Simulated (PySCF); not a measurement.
SMILES O[Si](O)(O)O[SiH](Cl)Cl (CAM-B3LYP/def2-SVP optimised geometry):

```
12

Si    -0.806     0.343    -0.900
Cl    -0.556     2.218    -0.114
Cl    -2.792    -0.163    -0.769
O      0.065    -0.701     0.000
Si     0.714    -2.218     0.000
O      2.350    -2.218     0.000
O      0.190    -2.877    -1.407
O      0.233    -2.992     1.364
H     -0.400     0.353    -2.314
H      2.792    -2.172     0.854
H      0.632    -3.669    -1.728
H     -0.668    -2.846     1.671
```

Computed with CAM-B3LYP/def2-TZVP (PySCF).

### Question
What are the frontier orbital energies and the dipole moment?

### Answer
HOMO-2 -10.80 eV, HOMO-1 -10.71 eV, HOMO -10.51 eV, LUMO 0.96 eV, LUMO+1 1.67 eV; dipole moment 2.07 D.

On the same geometry PBE/def2-TZVP run with PySCF gives HOMO-2 -7.89 eV, HOMO-1 -7.68 eV, HOMO -7.60 eV, LUMO -0.76 eV, LUMO+1 -0.41 eV; dipole moment 2.07 D.

Meta-Löwdin charges at CAM-B3LYP/def2-TZVP: Si1 1.09, Cl2 -0.29, Cl3 -0.30, O4 -0.84, Si5 1.64, O6 -0.76, O7 -0.76, O8 -0.76, H9 -0.11, H10 0.37, H11 0.36, H12 0.36.
